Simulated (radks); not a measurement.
Problem. The mean radii <r> (bohr) of the occupied orbitals of an atom or ion are listed with their occupations. Calculated with a radial shooting solver on a logarithmic mesh with Libxc functionals: Dirac Kohn-Sham, PBE, spin-unpolarised, spherical densities, finite nucleus; Fermi nuclear charge, rms radius of each element as measured or else 0.836 A^(1/3) + 0.57 fm.

| orbital | occ. | <r> |
|---|---|---|
| 1s1/2 | 2 | 0.02558 |
| 2s1/2 | 2 | 0.1092 |
| 2p1/2 | 2 | 0.09187 |
| 2p3/2 | 4 | 0.09785 |
| 3s1/2 | 2 | 0.2896 |
| 3p1/2 | 2 | 0.2792 |
| 3p3/2 | 4 | 0.2908 |
| 3d3/2 | 4 | 0.2609 |
| 3d5/2 | 6 | 0.2645 |
| 4s1/2 | 2 | 0.6268 |
| 4p1/2 | 2 | 0.6360 |
| 4p3/2 | 4 | 0.6553 |
| 5s1/2 | 2 | 1.149 |

Name the element and its charge. Open shells, if any, are shared by 2j + 1.

Solution. Z = 56, barium, charge +18: Ba18+ in [Kr] 5s2. The 1s radius gives Z: for a bare nucleus <r> = (2 gamma + 1)/(2Z) with gamma = sqrt(1 - (Z/c)^2), 0.02523 bohr for Z = 56, and screening makes it slightly larger (0.02558 here). The occupations add up to 38, and the charge is Z minus that.
